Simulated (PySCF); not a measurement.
Al(H)(F)(OEt) (C2H6AlFO), SMILES CC[O][AlH][F]. Geometry optimised at PBE-D3(BJ)/def2-SVP. The structure was generated by enumeration; whether it is a known compound was not checked. Other conformers were not sampled.

Give the equilibrium geometry at PBE-D3(BJ)/def2-SVP (PySCF confirms it by a frequency run) as a Z-matrix, and its point group. (An estimate is asked for; the answer gives what the named calculation found.)

Several could match; the one computed here: point group Cs.
```
C
O 1 1.4035
H 1 1.1152 2 108.70
H 1 1.1152 3 105.96 2 116.67
C 1 1.5247 3 109.64 4 118.24
H 5 1.1092 1 110.90 3 -57.96
H 5 1.1101 6 107.85 1 -121.84
H 5 1.1101 6 107.85 7 -116.32
Al 2 1.6966 1 144.07 3 -122.55
F 9 1.6743 2 115.52 1 180.00
H 9 1.5811 10 118.26 2 180.00
```
